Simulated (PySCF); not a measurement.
A GIAO shielding run with PySCF 2.14 (density fitting, non-relativistic, gas phase) on SMILES Pc1ccccc1, C$_{6}$H$_{7}$P:

```
$ OMP_NUM_THREADS=1 python probes_run.py task.json out

{"job": {"kind": "nmr", "xc": "wB97X-D", "basis": "pcSseg-1", "pop": false}, "charge": 0, "multiplicity": 1}
P      2.662249    -0.242083     0.669045
C      0.879447    -0.081769     0.245552
C      0.111810    -1.215224    -0.050617
C     -1.259951    -1.106465    -0.271709
C     -1.888173     0.135169    -0.192630
C     -1.133892     1.267937     0.110102
C      0.237365     1.160572     0.331450
H      3.122616     0.901820    -0.051065
H      3.014197    -1.151342    -0.373967
H      0.589252    -2.197058    -0.116701
H     -1.841199    -2.000821    -0.509803
H     -2.963077     0.220631    -0.367805
H     -1.616409     2.246475     0.172717
H      0.814800     2.058770     0.568391
```

Hardware: 1 thread of an Arm Neoverse V1, shared host. The job also computes ring-centre shieldings.

**Question.** How large is the calculation?

**Answer.** 58 electrons, 161 basis functions and 853 auxiliary functions.

**Question.** How long does it take, and how much memory does it need?

**Answer.** 19 s of wall time, with 12 SCF cycles and 6 response iterations; peak memory 1 GiB. Times on a shared host scatter by some tens of per cent.

**Question.** And these other runs on the same molecule and hardware: GIAO shielding at B97-2/pcSseg-1; GIAO shielding at KT3/pcSseg-1; GIAO shielding at LDA/pcSseg-1; GIAO shielding at PBE/pcSseg-1; GIAO shielding at PBE0/pcSseg-1?

**Answer.** B97-2/pcSseg-1: 161 functions, 14 s; KT3/pcSseg-1: 161 functions, 24 s; LDA/pcSseg-1: 161 functions, 21 s; PBE/pcSseg-1: 161 functions, 24 s; PBE0/pcSseg-1: 161 functions, 14 s.
